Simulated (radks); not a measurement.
The table gives one normalised radial function P(r) = r R(r) of Ge in [Ar] 3d9.5 4s1.5 4p3 (r in bohr). All-electron calculation, scalar-relativistic Kohn-Sham, BLYP, spin-polarised, spherical densities, finite nucleus; open shells are filled with parallel spins first; Fermi nuclear charge, rms radius 4.0742 fm. Program: a radial shooting solver on a logarithmic mesh with Libxc functionals.

r         P
0.002073   0.0279
0.003143   0.0403
0.004764   0.0571
0.00728    0.0791
0.01104    0.1038
0.01673    0.1256
0.02536    0.1316
0.03844    0.1004
0.05874    0.0086
0.08904   -0.1293
0.135     -0.2254
0.2046    -0.1299
0.3126     0.1812
0.4739     0.3677
0.7184     0.0768
1.089     -0.4928
1.664     -0.7773
2.523     -0.5710
3.824     -0.2266
5.797     -0.0432
8.858     -0.0028

Which n and l does it have? It may be an empty orbital.

Answer. n = 4, l = 0: the number of nodes gives n - l - 1 = 3, the rise at small r (about r^(l+1)) gives l, and the extent must fit the shell. The curve is that of 4s down; the table hardly tells the two spins apart. 4s down: eigenvalue -11.647 eV, 3 radial nodes at r = 0.0605, 0.249, 0.762 bohr, <r> = 2.04 bohr, 90 % of the charge inside 3.10 bohr.
